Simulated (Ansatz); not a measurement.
`O[Si](F)(F)F` + CH₃OH → `CO[Si](O)(F)F` + H–F at 400 K and 1 bar (ligand exchange at the Si–F bond).

Program: Ansatz. Geometries: PBE0-D4/def2-TZVP. ΔE: electronic, gas phase. CBS: MP2 limit from def2 TZ/QZ plus the TZ coupled-cluster correction, frozen cores. This one scheme is used for every species. One conformer a species, not always the lowest.

```json
{"species": "`O[Si](F)(F)F`", "CCSD(T)/CBS energy (Eh)": "-664.50577", "H − E (kJ/mol)": "88.8", "S (J/(mol·K))": "342.9"}
{"species": "CH₃OH", "CCSD(T)/CBS energy (Eh)": "-115.61712", "H − E (kJ/mol)": "151.2", "S (J/(mol·K))": "252.6"}
{"species": "`CO[Si](O)(F)F`", "CCSD(T)/CBS energy (Eh)": "-679.71512", "H − E (kJ/mol)": "202.8", "S (J/(mol·K))": "404.7"}
{"species": "H–F", "CCSD(T)/CBS energy (Eh)": "-100.39570", "H − E (kJ/mol)": "36.5", "S (J/(mol·K))": "182.2"}
```

H − E and S are ideal-gas, rigid-rotor, harmonic terms from PBE0-D4/def2-TZVP, for one conformer and one mirror image of each species. 1 Eh = 2625.50 kJ/mol, R = 8.31446 J/(mol·K).

By hand: ΔE, ΔH, ΔS and ΔG.

ΔE = (-679.71512) + (-100.39570) − (-664.50577) − (-115.61712) = 0.01207 Eh = 31.7 kJ/mol. Δ(H − E) = 202.8 + 36.5 − 88.8 − 151.2 = -0.7, so ΔH = 31.0 kJ/mol. ΔS = 404.7 + 182.2 − 342.9 − 252.6 = -8.6 J/(mol·K). ΔG = 31.0 − 400 × (-8.6)/1000 = 34.4 kJ/mol.

By hand: the equilibrium constant, and the temperature at which ΔG would vanish if ΔH and ΔS stayed fixed.

log₁₀ K = −ΔG/(RT ln 10) = -4.5. ΔH and −TΔS have one sign here, so there is no such temperature.

The number of gas molecules stays the same, so ΔS is small and ΔH decides. A doubt of 5 kJ/mol in ΔE shifts log₁₀ K by 0.7 here. Other conformers and mirror images would add mixing entropy, several J/(mol·K) or more a flexible species. These are equilibria of isolated gas molecules and say nothing of rates. Largest T1 diagnostic: 0.011 (customary marks: 0.02 for closed shells, 0.045 for open ones).

ΔS is within the doubt of such terms, so its sign, and with it that verdict, could turn.
